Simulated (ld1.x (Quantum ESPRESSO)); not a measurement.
## gadolinium (Gd), TM: configuration errors across variants

ld1.x (Quantum ESPRESSO) 7.5 input, shortened:

```
&input
   title='Gd', zed=64., rel=1, dft='BLYP', iswitch=3,
   config='[Xe] 4f6.5 5d1.5 6s2 6p0'
 /
 &inputp
   pseudotype=2, tm=.true., lloc=3,
   nlcc=.false.
 /
4
5S  1  0   2.00   0.00  2.25  2.25  0.0
5P  2  1   6.00   0.00  1.60  1.60  0.0
5D  3  2   1.50   0.00  2.65  2.65  0.0
4F  4  3   6.50   0.00  0.80  0.80  0.0
 &test
   configts(1)='4f6.5 5s2 5p6 5d1.5 6s2 6p0'
 /
```

Occupied shells without a wave of their own: 6s. They enter only through the test configuration that unscreens the potential.

All-electron excitation energies from the reference (eV): (1) 4f7 5s2 5p6 5d1 6s2 6p0 -3.719; (2) 4f7 5s2 5p6 5d1 6s1 6p0 2.852; (3) 4f7 5s2 5p6 5d1 6s0 6p0 15.056; (4) 4f7 5s2 5p6 5d2 6s0 6p0 4.078; (5) 4f7 5s2 5p6 5d0 6s2 6p0 2.184; (6) 4f7 5s1 5p6 5d1 6s2 6p0 51.391.

For the base: The 6s level has no wave, so the channel is fitted at the deeper level alone: the likely source of the large errors.

On the changes marked as counting shells twice: ld1.x takes every shell without a wave as core, so the model core holds the marked electrons as well and exchange and correlation see them twice. This cancels in the reference configuration, but the file is broken for other ones, and its errors say nothing about a proper core correction.

Tests that are not counted but printed errors over 1 eV. “base”: 4f7 5s2 5p6 5d0 6s2 6p1 (an occupied level unbound or not found, printed error -2.2 eV). “core correction a·sin(br)/r model core inside 0.30 bohr (6s counted twice)”: 4f7 5s2 5p6 5d0 6s2 6p1 (solver errors, printed error -2.3 eV). “core correction a·sin(br)/r model core inside 0.42 bohr (6s counted twice)”: 4f7 5s2 5p6 5d0 6s2 6p1 (solver errors, printed error -2.3 eV). “core correction a·sin(br)/r model core inside 0.58 bohr (6s counted twice)”: 4f7 5s2 5p6 5d0 6s2 6p1 (solver errors, printed error -2.3 eV). “core correction a·sin(br)/r model core inside 0.64 bohr (6s counted twice)”: 4f7 5s2 5p6 5d0 6s2 6p1 (solver errors, printed error -2.3 eV).

A true bound ghost makes a file unfit for plane-wave use even where its test errors are small: the radial tests pick states by their node count and pass the ghost by. Where a test does run into it, the solver fails or the error is huge.

Errors AE − PS in meV (a dash: test not solved or not reliable):

| change | (1) | (2) | (3) | (4) | (5) | (6) | bound ghosts |
| --- | --- | --- | --- | --- | --- | --- | --- |
| base | -72 | -276 | -607 | -372 | -146 | +29 | s, p, d |
| core correction a·sin(br)/r model core inside 0.30 bohr (6s counted twice) | -87 | -382 | -1003 | -537 | -211 | -20 | s, p, d |
| core correction a·sin(br)/r model core inside 0.42 bohr (6s counted twice) | -87 | -381 | -1003 | -537 | -211 | -20 | s, p, d |
| core correction a·sin(br)/r model core inside 0.58 bohr (6s counted twice) | -87 | -381 | -1003 | -537 | -211 | -20 | s, p, d |
| core correction a·sin(br)/r model core inside 0.64 bohr (6s counted twice) | -87 | -381 | -1003 | -537 | -211 | -19 | s, p, d |
| core correction a·sin(br)/r model core inside 0.72 bohr (6s counted twice) | -86 | -381 | -1002 | -536 | -210 | -18 | s, p, d |
| core correction a·sin(br)/r model core inside 0.82 bohr (6s counted twice) | -85 | -379 | -1000 | -535 | -209 | -16 | s, p, d |
| core correction a·sin(br)/r model core inside 0.88 bohr (6s counted twice) | -84 | -378 | -999 | -533 | -207 | -14 | s, p, d |
| core correction a·sin(br)/r model core inside 0.96 bohr (6s counted twice) | -82 | -376 | -996 | -531 | -205 | -12 | s, p, d |

(1) Give the same row for: core correction a·sin(br)/r model core inside 0.48 bohr (6s counted twice).

Results:

(1) -87, -381, -1003, -537, -211, -20; bound ghosts: s, p, d. Not counted: 4f7 5s2 5p6 5d0 6s2 6p1 (solver errors, printed error -2.3 eV). ld1.x takes every shell without a wave as core, so the model core holds the 6s electrons as well and exchange and correlation see them twice. This cancels in the reference configuration, but the file is broken for other ones, and its errors say nothing about a proper core correction.
